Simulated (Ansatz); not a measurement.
Task: Name a neutral molecule of Al, C, Si and H with HOMO–LUMO gap (ωB97M-V/def2-TZVPP) between 8.95 and 9.25 eV and LUMO energy (PBE0/def2-TZVPP) between -1.90 and -1.60 eV (Ansatz, PBE0-D4/def2-TZVP geometry).

Result: `C[CH2][AlH][SiH3]` (9.11 eV, -1.74 eV); `[AlH2]/[CH]=C1/C[SiH2]1` (9.18 eV, -1.76 eV); `C=C=[C]([AlH2])[SiH3]` (8.99 eV, -1.73 eV); `[AlH2][C]1=C[SiH2]C1` (9.08 eV, -1.89 eV); `[SiH3][CH2][AlH][SiH3]` (9.10 eV, -1.90 eV). Other molecules can fit too; these were computed, each in one conformer that needn't be the lowest.
